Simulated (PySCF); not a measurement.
Compound: H10SSi4.
Geometry (GFN2-xTB, Å), atoms numbered from 1 in this order:
```
atom  x, y, z in Å
Si1   -2.3899   -0.9618   -0.0694
S2    -1.2083   -0.2820   -1.7026
Si3    0.7000    0.3876   -0.8470
Si4    0.3485    2.2538    0.4997
Si5    1.8417   -1.4303    0.0542
H6    -1.6872   -2.0585    0.5879
H7    -3.6311   -1.3861   -0.6902
H8    -2.5770    0.1461    0.8613
H9     1.3131    0.7899   -2.1198
H10   -0.3260    1.8997    1.7547
H11    1.6578    2.8007    0.8643
H12   -0.4310    3.3392   -0.0989
H13    1.9742   -2.6003   -0.8162
H14    3.1932   -0.9865    0.4044
H15    1.2175   -1.9034    1.2958
```

Vertical excitations from PySCF (density fitting, frozen core in the response, grid level 2 and gas phase unless stated; continuum runs use non-equilibrium linear response for the excitations) on a GFN2-xTB geometry. Reference run:

```
                              settings    S1, eV (f)    S2, eV (f)    S3, eV (f)    S4, eV (f)    S5, eV (f)    S6, eV (f)  T1, eV (Tamm–Dancoff)  mean α (au)
PBE0/def2-SVPD, full TDDFT, 6 singlets  4.79 (0.001)  5.30 (0.042)  5.82 (0.006)  6.12 (0.002)  6.18 (0.010)  6.20 (0.052)                   4.44        137.8
```

Q: What do these settings give: WP04/STO-3G, IEF-PCM chloroform, full TDDFT, 6 singlets?

A: 
```
                                               settings    S1, eV (f)    S2, eV (f)    S3, eV (f)    S4, eV (f)    S5, eV (f)    S6, eV (f)  T1, eV (Tamm–Dancoff)  mean α (au)
WP04/STO-3G, IEF-PCM chloroform, full TDDFT, 6 singlets  5.88 (0.037)  6.59 (0.012)  7.75 (0.000)  7.78 (0.067)  8.56 (0.001)  8.93 (0.181)                   5.40         70.0
```

S1 moves by +1.09 eV; functional, basis and environment change together, so the shift can't be laid on one. States are counted by energy in each run and needn't keep their character from row to row.

WP04 was designed for NMR shieldings or shifts; total energies of different functionals aren't comparable.

Q: Which orbital pairs make up S1 in each run, and how does it sit against the orbital gap?

A: 
| settings | S1 configurations (weight) | S1 (eV) | orbital gap (eV) | S1 − gap (eV) |
| --- | --- | --- | --- | --- |
| PBE0/def2-SVPD, full TDDFT, 6 singlets | H→L 0.98 | 4.79 | 6.06 | -1.27 |
| WP04/STO-3G, IEF-PCM chloroform, full TDDFT, 6 singlets | H→L 0.98 | 5.88 | 6.36 | -0.48 |

The structure is a single GFN2-xTB conformer; no vibrational corrections.
